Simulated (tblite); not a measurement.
C3H4NO2S (charge -1).
Atom-mapped SMILES: `[CH3:1][C@@H:2]([C:3]#[N:4])[S@:5](=[O:6])[O-:7]` (hydrogens: H8, H9, H10 on C1; H11 on C2)
Bond orders are those of one Lewis drawing.

Computed with GFN2-xTB (tblite), gas phase: Langevin dynamics at 300 K from the optimised GFN2-xTB geometry, time step 0.5 fs, friction 0.01 fs⁻¹, 2000 steps. Over the second half of the run the saved frames average 308 K.

The optimised geometry, where the run starts:
```
atom  x, y, z in Å
C1     -1.061   -0.122   -0.736
C2      0.216    0.416   -0.123
C3      0.047    1.571    0.650
N4     -0.113    2.491    1.330
S5      0.978   -1.068    1.077
O6      2.420   -0.750    1.014
O7      0.618   -2.247    0.251
H8     -0.912   -1.181   -0.952
H9     -1.889   -0.025   -0.034
H10    -1.326    0.399   -1.660
H11     1.028    0.518   -0.843
```

t = 75 fs, T = 312 K, E(pot) 0.224 eV above the start
```
atom  x, y, z in Å  |  force x, y, z in eV/Å
C1     -1.208   -0.145   -0.604   -0.655   0.214   0.193
C2      0.113    0.354   -0.038    0.587  -0.065  -0.966
C3     -0.052    1.513    0.747    0.190  -1.502  -1.071
N4     -0.413    2.324    1.472   -0.067   1.051   0.727
S5      0.959   -1.152    1.057    0.251  -0.639   0.111
O6      2.421   -0.871    0.861   -1.088  -0.323  -0.192
O7      0.424   -2.347    0.300    0.658   1.008   0.367
H8     -1.127   -1.239   -0.613   -0.301   0.132   0.117
H9     -2.070    0.219    0.012    0.679  -0.566  -0.311
H10    -1.424    0.181   -1.635    0.317   0.045   0.239
H11     0.902    0.303   -0.836   -0.569   0.646   0.786
```

t = 150 fs, T = 349 K, E(pot) 0.458 eV above the start
```
atom  x, y, z in Å  |  force x, y, z in eV/Å
C1     -1.096   -0.562   -0.688   -0.346  -0.684   1.083
C2     -0.024    0.292   -0.044   -0.043  -1.031  -0.304
C3     -0.407    1.351    0.744    0.031  -0.030   0.148
N4     -0.584    2.273    1.410   -0.345   0.634   0.575
S5      1.028   -1.224    1.108   -0.087   0.685  -0.254
O6      2.370   -0.916    0.592    0.398   0.039   0.113
O7      0.518   -2.492    0.554   -0.254  -0.065  -0.023
H8     -0.645   -1.493   -0.974    0.597  -0.531  -0.495
H9     -1.690   -0.937    0.216   -0.284   0.964  -1.528
H10    -1.632   -0.214   -1.609    0.069   0.231   1.240
H11     0.800    0.640   -0.646    0.265  -0.212  -0.555
```

t = 225 fs, T = 334 K, E(pot) 0.330 eV above the start
```
atom  x, y, z in Å  |  force x, y, z in eV/Å
C1     -1.059   -0.781   -0.849    0.097  -0.962   0.352
C2      0.054   -0.061   -0.139   -0.109   0.767   0.286
C3     -0.515    1.034    0.505    0.375   1.909   1.968
N4     -0.837    1.883    1.247    0.114  -1.167  -1.318
S5      1.032   -1.123    1.314   -0.175  -0.416  -0.631
O6      2.411   -0.861    0.821   -0.265  -0.268   0.253
O7      0.511   -2.476    0.957    0.415   0.307   0.234
H8     -0.628   -1.746   -1.121   -0.590  -0.155  -0.157
H9     -2.002   -0.881   -0.281    0.775  -0.281   0.342
H10    -1.371   -0.211   -1.685   -0.016   0.380  -1.370
H11     0.947    0.188   -0.741   -0.621  -0.115   0.041
```

t = 250 fs, T = 189 K, E(pot) 0.360 eV above the start
```
atom  x, y, z in Å  |  force x, y, z in eV/Å
C1     -0.965   -0.938   -0.910   -0.705   0.932   1.117
C2      0.042   -0.029   -0.255   -0.130   1.008   1.620
C3     -0.410    1.084    0.534   -0.128  -1.623  -1.375
N4     -0.938    1.845    1.222    0.126   0.385   0.193
S5      0.990   -1.125    1.314    0.665  -0.080  -0.262
O6      2.410   -0.943    0.860   -0.912  -0.251   0.271
O7      0.490   -2.517    1.129    0.155   0.524  -0.246
H8     -0.511   -1.916   -0.752   -0.647  -0.255  -0.510
H9     -1.883   -0.791   -0.303    0.258  -0.696  -0.158
H10    -1.297   -0.681   -1.926    0.731  -0.262   0.004
H11     0.953    0.144   -0.769    0.587   0.318  -0.655
```

t = 500 fs, T = 354 K, E(pot) 0.372 eV above the start
```
atom  x, y, z in Å  |  force x, y, z in eV/Å
C1     -0.412   -1.534   -0.453    1.879  -0.404   2.200
C2      0.713   -0.566    0.105   -1.156  -0.379  -0.586
C3      0.063    0.596    0.547    0.879  -0.916  -0.456
N4     -0.509    1.505    0.945   -0.594   1.073   0.422
S5      1.502   -1.547    1.677    0.199   1.289   0.627
O6      2.329   -2.501    0.940    0.399  -0.923  -0.490
O7      0.318   -2.119    2.319   -0.475  -0.562   0.197
H8     -0.188   -2.556   -0.086    0.227   0.376  -0.318
H9     -1.360   -1.326   -0.016   -0.632   0.636   0.658
H10    -0.573   -1.561   -1.473    0.253   0.141  -2.191
H11     1.661   -0.374   -0.446   -0.980  -0.332  -0.064
```

t = 975 fs
```
atom  x, y, z in Å
C1     -0.836   -1.734   -0.465
C2      0.200   -0.633   -0.347
C3     -0.335    0.657   -0.437
N4     -0.785    1.718   -0.561
S5      1.405   -0.630    1.332
O6      2.566   -1.331    0.645
O7      0.681   -1.522    2.232
H8     -0.467   -2.628    0.105
H9     -1.834   -1.554   -0.147
H10    -0.889   -2.159   -1.463
H11     1.006   -0.690   -1.113
```

**Question.** Estimate the potential energy and the forces of this last frame.

**Answer.** 0.311 eV above the start.

```
atom  Fx (eV/Å)  Fy (eV/Å)  Fz (eV/Å)
  C1      1.502     -1.886      0.260
  C2      0.015      0.608     -0.547
  C3     -0.516      0.537     -0.298
  N4      0.200     -0.302      0.237
  S5      1.238     -0.840     -1.683
  O6     -0.882      0.794      0.953
  O7     -0.391     -0.413      0.595
  H8     -0.183      0.743      0.135
  H9     -0.544      0.703      0.449
 H10     -0.038      0.364     -0.578
 H11     -0.402     -0.308      0.477
```

The bond farthest from its length at the start is S5=O6 (1.521 against 1.478 Å), and half the difference of its two atoms' forces along it is -1.78 eV/Å (positive lengthens). The largest atomic force is 2.43 eV/Å.

The cost below is that of the whole dynamics run. Time: 7.0 s; peak memory 0.18 GiB. Hardware: an Arm Neoverse V2 with one thread (shared host).
